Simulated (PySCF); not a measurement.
# Ionisation energy of Sc by level of theory

Sc [Ar] 3d1 4s2 (2D) → Sc⁺ [Ar] 3d1 4s1 (3D), as a difference of total energies. Computed with PySCF 2.14 in def2-SVP (5s3p2d1f, 31 functions), with no relativity, point nucleus. Correlated levels: valence: [Ar] frozen. The calculations carry no spin-orbit coupling.

```tsv
method	ionisation energy (eV)	difference from reference (eV)
UHF	5.371	-1.191
TPSS	6.419	-0.143
MP2 (valence)	5.946	-0.616
SCS-MP2 (valence)	6.059	-0.503
```

Reference: 6.562 eV (measured; NIST levels, between the centres of gravity of the two terms).

These non-relativistic numbers lack the scalar-relativistic shift.

Errors of the correlated levels include the incompleteness of this basis and the frozen core.

MP2 underrates the near-degeneracy of ns² with np² in the lower species.
